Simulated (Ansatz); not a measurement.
Basis-set series for CH₃BFNO, SMILES `OC1(F)BN1`. The species carries charge 0 and has multiplicity 1. The geometry is a stationary point of PBE0-D4/def2-TZVP. It is one conformer, not always the lowest.

```csv
functional,basis,functions,energy (Eh),HOMO (eV),LUMO (eV)
PBE0-D4,def2-SVP,85,-294.02167,-7.66,0.03
PBE0-D4,def2-QZVPP,375,-294.38207,-7.88,-0.35
ωB97M-V,def2-SVP,85,-294.23886,-9.95,2.15
ωB97M-V,def2-QZVPP,375,-294.60713,-10.19,1.42
```

Task: Give the rows for def2-TZVPP. (Best estimate.)

Result: Computed: 
| functional | basis | functions | energy (Eh) | HOMO (eV) | LUMO (eV) |
| --- | --- | --- | --- | --- | --- |
| PBE0-D4 | def2-TZVPP | 197 | -294.36595 | -7.83 | -0.26 |
| ωB97M-V | def2-TZVPP | 197 | -294.59208 | -10.14 | 1.66 |

Positive LUMOs are unbound and depend on the basis.
